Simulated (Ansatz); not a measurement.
Correlation energies of CH4N2OSi by basis set

```csv
atom,x (Å),y (Å),z (Å)
N1,0.1531,1.0604,1.3120
Si2,-0.4974,0.0456,0.1435
N3,0.1979,-1.5567,-0.0937
C4,0.4314,-1.1158,-1.2722
O5,0.0798,0.1869,-1.4870
H6,-0.3897,1.7643,1.7809
H7,1.1305,1.0908,1.5471
H8,-1.9663,0.1769,0.1893
H9,0.8607,-1.6525,-2.1200
```

Total charge 0; spin multiplicity 1. All single points use the PBE0-D4/def2-TZVP geometry. It is one conformer, not always the lowest. Frozen core, restricted reference, the Gaussian-basis code of Ansatz. CBS rows extrapolate triple and quadruple zeta; past MP2 they add the triple-zeta difference.

| basis | HF (Eh) | MP2 corr. | CCSD corr. | (T) | CCSD(T) total |
| --- | --- | --- | --- | --- | --- |
| def2-SVP | -512.66809 | -0.72770 | -0.75688 | -0.02488 | -513.44985 |
| def2-TZVPP | ? | -0.90903 | -0.92757 | -0.04133 | ? |
| def2-QZVPP | ? | ? | – | – | – |
| CBS(def2) | -513.08140 | -1.02621 | ? | as TZ | ? |

(1) Fill in the withheld values. (Estimate.)

## Answers

(1) The calculation gave: def2-TZVPP HF (Eh): -513.05841; def2-TZVPP CCSD(T) total: -514.02731; def2-QZVPP HF (Eh): -513.07861; def2-QZVPP MP2 corr.: -0.97635; CBS(def2) CCSD corr.: -1.04475; CBS(def2) CCSD(T) total: -514.16748.
